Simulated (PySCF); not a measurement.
These 2 structures share the formula Ge2H8Si. Method used: PySCF, PBE0-D3(BJ)/def2-SVP geometry optimisation, gas phase. Energies are electronic, without zero-point or thermal terms, for one conformer each. No frequencies were run at this level. Point groups hold within 0.08 Å.

Problem. Order them by energy at this level, lowest first, and give relative energies in kcal/mol.
A. `[SiH3][GeH2][GeH3]`
B. `[H][Si]([H])([GeH3])[GeH3]` (Si(GeH3)2H2)

Solution. A (0.0), B (2.5).

Neighbours under 2.5 kcal/mol apart ([SiH3][GeH2][GeH3] and [H][Si]([H])([GeH3])[GeH3]) can change places with a better method, another conformer or zero-point energy.

```tsv
SMILES	E (Eh)	E rel (kcal/mol)	dipole (D)	point group	A, B, C (MHz)
[SiH3][GeH2][GeH3]	-4447.04339	0.0	0.06	near Cs	5316, 1235, 1040
[H][Si]([H])([GeH3])[GeH3]	-4447.03944	2.5	0.06	near C2	7636, 819.9, 761.0
```

Problem. As an exercise, what shares would exp(−E/RT) give at 500 K from these electronic energies alone (no entropy, no degeneracies)?

Solution. RT = 0.994 kcal/mol: [SiH3][GeH2][GeH3] 92.3 %, [H][Si]([H])([GeH3])[GeH3] 7.7 %.
